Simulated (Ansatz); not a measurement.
Method: frozen-core CCSD(T)/def2-TZVPP // PBE0-D3(BJ)/def2-TZVP (Ansatz, an electronic-structure program). The geometry is that of the parent before the electron was removed.

Ansatz 0.2 input:
```yaml
crystal:
  periodic: [false, false, false]
  atoms:
    - { symbol: C, position_ang: [1.705626, -0.495917, 0.13552] }
    - { symbol: Si, position_ang: [0.959234, 1.015194, 0.337703] }
    - { symbol: S, position_ang: [-1.103813, 1.384544, 0.278132] }
    - { symbol: C, position_ang: [-1.700132, -0.30161, -0.030969] }
    - { symbol: H, position_ang: [2.785912, -0.571426, 0.185942] }
    - { symbol: H, position_ang: [1.171819, -1.419633, -0.045313] }
    - { symbol: H, position_ang: [1.691352, 2.274075, 0.584248] }
    - { symbol: H, position_ang: [-1.311438, -0.678651, -0.9759] }
    - { symbol: H, position_ang: [-2.786156, -0.241123, -0.083421] }
    - { symbol: H, position_ang: [-1.4124, -0.96545, 0.783071] }
basis:
  gaussian: { orbitals: def2-TZVPP }
correlation:
  method: ccsd_t
total_charge: 1
magnetization:
  spin_polarized: true
  initial_magnetization: 1
```

Output:

```
Functional definition: HF
1319 factors; integrals over basis functions are off by at most 1.2e-3 eV
mean field evaluation 1: about -20824.4987 eV, gradient 2.7e1 eV
mean field evaluation 2: about -20824.5054 eV, gradient 2.7e1 eV
mean field evaluation 4: about -20829.1033 eV, gradient 3.2e0 eV
mean field evaluation 8: about -20829.3647 eV, gradient 3.1e-1 eV
mean field evaluation 16: about -20829.3745 eV, gradient 1.5e-6 eV
mean field evaluation 32: about -20825.5026 eV, gradient 9.1e0 eV
mean field evaluation 64: about -20825.6682 eV, gradient 1.3e-2 eV
mean field evaluation 96: about -20826.3948 eV, gradient 4.9e-2 eV
mean field evaluation 128: about -20825.6490 eV, gradient 8.7e-2 eV
mean field evaluation 160: about -20819.6735 eV, gradient 2.0e1 eV
mean field -20829.37449301 eV, -765.4653939608 hartree, gradient 3.8e-6 eV, S^2 0.764402; 3 other end points of the search recorded, 0 dependent functions left out
determinant -20829.37449301 eV, -765.4653939608 hartree, with singles and doubles -20847.09862814 eV, -766.1167439132 hartree
determinant -20826.39514574 eV, -765.3559049681 hartree, with singles and doubles -20845.00441769 eV, -766.0397830986 hartree
12 core orbitals not correlated
reference -20829.37449301 eV, -765.4653939608 hartree; 12, 11 occupied and 206, 207 virtual orbitals, 1319 factors
second order -15.97810120 eV of doubles, -0.00000000 eV of singles
cycle   1  -17.45693784 eV  change    -1.1e0 eV  update   2.7e-2
cycle   2  -17.49241024 eV  change   -3.5e-2 eV  update   7.3e-3
cycle   3  -17.49269849 eV  change   -2.9e-4 eV  update   4.8e-3
cycle   4  -17.49535677 eV  change   -2.7e-3 eV  update   3.2e-3
cycle   5  -17.49765521 eV  change   -2.3e-3 eV  update   2.2e-3
cycle   6  -17.49825781 eV  change   -6.0e-4 eV  update   7.8e-4
cycle   7  -17.49863742 eV  change   -3.8e-4 eV  update   3.4e-4
cycle   8  -17.49864885 eV  change   -1.1e-5 eV  update   1.4e-4
cycle   9  -17.49860777 eV  change    4.1e-5 eV  update   6.1e-5
cycle  10  -17.49856876 eV  change    3.9e-5 eV  update   2.5e-5
cycle  11  -17.49858102 eV  change   -1.2e-5 eV  update   9.5e-6
perturbative correction -0.77005219 eV, -0.0282988961 hartree
Total energy: -20847.64312622 eV, -766.1367538486 hartree
```

Cost: very roughly 40 core-minutes.
